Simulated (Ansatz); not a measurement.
Compare A (`C[SiH]1CCC1`) with its isomer B (`C/C=C(\C)[SiH3]`).

Calculated with Ansatz (gas phase, PBE0-D4/def2-TZVP geometries, no zero-point term in ΔE). CCSD(T)/CBS adds triple-zeta CCSD(T) − MP2 to the extrapolated MP2 energy (def2 sets, frozen cores). Functionals use def2-TZVPP.

(1) Which isomer does CCSD(T)/CBS put lower? Give the gap. (An estimate is asked.)

(2) Give E(B) − E(A) in kJ/mol with HF/def2-TZVPP, MP2/def2-TZVPP, CCSD(T)/def2-TZVPP, r2SCAN-D4, CCSD/def2-TZVPP, PBE0-D4, PBE-D4. (Best estimate.)

Largest T1 diagnostic: 0.011.

## Answers

(1) Ansatz gave: A, by 55.5 kJ/mol.

(2) Computed: HF/def2-TZVPP 31.7, MP2/def2-TZVPP 63.4, CCSD(T)/def2-TZVPP 53.5, r2SCAN-D4 60.1, CCSD/def2-TZVPP 54.3, PBE0-D4 67.4, PBE-D4 58.9. None reverses the order clearly.

From PBE to PBE0 (25 % exact exchange), in def2-TZVPP and without D4, E(B) − E(A) moves by +8.7 kJ/mol. In def2-TZVPP, CCSD(T) changes the Hartree–Fock value by +21.9 kJ/mol (the triples alone add −0.8 kJ/mol) and MP2 by +31.8 kJ/mol.
